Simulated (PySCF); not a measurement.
A small calculation by hand: oscillator strength and radiative lifetime

FHMgSe, SMILES [F][Mg][SeH].

The structure is a stationary point at PBE-D3(BJ)/def2-TZVP. One conformer was computed; it need not be the lowest.

PySCF with TDDFT-B3LYP/def2-SVPD puts the first singlet state with f over 0.02 at 3.96 eV (vertical), with the transition dipole (0.000, 0.000, -0.656) in atomic units.

### Question
Find the oscillator strength, the wavelength and the radiative lifetime that this transition would have in vacuum if emission retraced absorption.

### Answer

|μ|² = 0.4303 au, so |μ| = 1.67 D. ΔE = 3.96/27.211 = 0.1455 hartree. f = (2/3) ΔE |μ|² = 0.042 (the program prints 0.042).
λ = 1239.84/3.96 = 313 nm; ν = 31940 cm⁻¹.
Einstein's coefficient A = 0.6670 ν² f s⁻¹ (ν in cm⁻¹) = 2.8e7 s⁻¹, so τ = 1/A = 35 ns. This state is S1. The figure is the radiative limit of this one transition; relaxation, internal conversion, crossing to triplets and a medium change what is measured.
